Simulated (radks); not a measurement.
Problem. These are the eigenvalues of the occupied orbitals of an atom or ion with whole-number occupations (hartree). All-electron calculation, Dirac Kohn-Sham, PBE, spin-unpolarised, spherical densities, point nucleus. Program: a radial shooting solver on a logarithmic mesh with Libxc functionals.

| orbital | eigenvalue |
|---|---|
| 1s1/2 | -301.7176 |
| 2s1/2 | -36.06776 |
| 2p1/2 | -31.45908 |
| 2p3/2 | -30.81660 |
| 3s1/2 | -4.07940 |
| 3p1/2 | -2.67644 |
| 3p3/2 | -2.59530 |
| 3d3/2 | -0.33070 |
| 3d5/2 | -0.32191 |
| 4s1/2 | -0.20731 |

Which element is it, and in what charge state? The configuration may be excited. Open shells, if any, fill j = l - 1/2 first.

Solution. Z = 28, nickel, charge 0: Ni in [Ar] 3d8 4s2. The list shows which subshells hold electrons but not how many an open one holds; the 1s level, -301.72 hartree, gives Z - s = 24.6 by -(Z - s)^2/2, which with screening and relativity narrows Z to a few neighbours, and the depths of the outer levels then fix element, charge and occupations together.
